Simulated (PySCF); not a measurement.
CH₂Cl, SMILES Cl[CH2] (connectivity only; charge and spin as stated), charge +1, multiplicity 1.

Coordinates come from a B3LYP-D3(BJ)/def2-TZVP optimisation. The spin state was assumed, not searched. The isomer is the one that the SMILES or the coordinates give; other isomers of the formula were not compared.

These are CAM-B3LYP/def2-TZVPD in PySCF values and carry that method's errors.

The molecule is in vacuum.

**Question.** Estimate the frontier levels, gap, dipole moment and polarisability. (Estimate from the structure and the level; the computed values follow.)

**Answer.** 
```yaml
highest_occupied_level: -18.23 eV
lowest_empty_level: -9.99 eV
orbital_gap: 8.25 eV
dipole_moment_about_the_centre_of_nuclear_charge: 0.584 e·Å
mean_static_polarisability: 21.3 bohr³ (3.16 Å³)
polarisability_principal_values: 15.9, 18.4, 29.7 bohr³
```
